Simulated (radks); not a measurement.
Initial-state core-level shifts of neutral zirconium when its valence configuration changes from [Kr] 4d2 5s2. All-electron calculation, scalar-relativistic Kohn-Sham, BLYP, spin-unpolarised, spherical densities, point nucleus. Program: a radial shooting solver on a logarithmic mesh with Libxc functionals. Shifts are changes of the shell-averaged eigenvalues in eV (positive: less bound).

valence              2s      2p      3p      4p
4d1 5s2 5p1      -4.271  -4.252  -4.198  -3.715
4d4              +3.588  +3.564  +3.537  +3.150
4d3.5 5s0.5      +2.976  +2.957  +2.930  +2.598
4d2 5s1 5p1      -1.242  -1.242  -1.250  -1.238
4d2 5p2          -2.375  -2.374  -2.391  -2.357
4d3 5s1          +2.183  +2.170  +2.147  +1.892
4d2.5 5s0.5 5p1  +0.011  +0.003  -0.021  -0.173
4d2 5s1.5 5p0.5  -0.638  -0.639  -0.642  -0.637
4d2.5 5p1.5      -0.539  -0.547  -0.576  -0.726
